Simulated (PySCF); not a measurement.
Strontium: a sound run and one with changed settings

Sound run: Sr [Kr] 5s2, Sr⁺ [Kr] 5s1. Calculation: PySCF 2.14, in aug-cc-pVDZ-X2C (7s6p4d, 45 functions); scalar relativity by spin-free X2C-1e. In the sound run the correlated levels freeze [Kr]. The sound run starts from symmetry-adapted Hartree-Fock orbitals and uses a fine grid where one is needed.

Changed run: basis STO-3G, all-electron and non-relativistic. This setting is unsound on purpose.

```
species   method  sound run (hartree)  changed run (hartree)  converged
     Sr      UHF          -3177.34487            -3099.11673        yes
     Sr    B3LYP          -3179.31138            -3100.59263        yes
     Sr   r2SCAN          -3179.23827            -3100.64555        yes
     Sr      MP2          -3177.36094            -3099.13044        yes
     Sr  CCSD(T)          -3177.37004            -3099.13998        yes
    Sr⁺      UHF          -3177.17025            -3099.06918        yes
    Sr⁺    B3LYP          -3179.09841            -3100.48700        yes
    Sr⁺   r2SCAN          -3179.03804            -3100.55756        yes
```

Ionisation energy of Sr:

```json
{"method": "UHF", "sound run (eV)": "4.752", "changed run (eV)": "1.294"}
{"method": "B3LYP", "sound run (eV)": "5.795", "changed run (eV)": "2.874"}
{"method": "r2SCAN", "sound run (eV)": "5.449", "changed run (eV)": "2.394"}
{"method": "MP2", "sound run (eV)": "5.189", "changed run (eV)": "1.667"}
{"method": "SCS-MP2", "sound run (eV)": "5.276", "changed run (eV)": "1.742"}
{"method": "CCSD", "sound run (eV)": "5.437", "changed run (eV)": "1.927"}
{"method": "CCSD(T)", "sound run (eV)": "5.437", "changed run (eV)": "1.927"}
{"method": "CCSDT", "sound run (eV)": "5.437", "changed run (eV)": "1.927"}
{"method": "FCI", "sound run (eV)": "5.437", "changed run (eV)": "1.927"}
```

A minimal basis cannot let orbitals breathe on ionisation and holds almost no correlation. The Hamiltonian changed with the basis, so the totals do not compare.

For comparison, NIST gives 5.695 eV between the lowest levels.
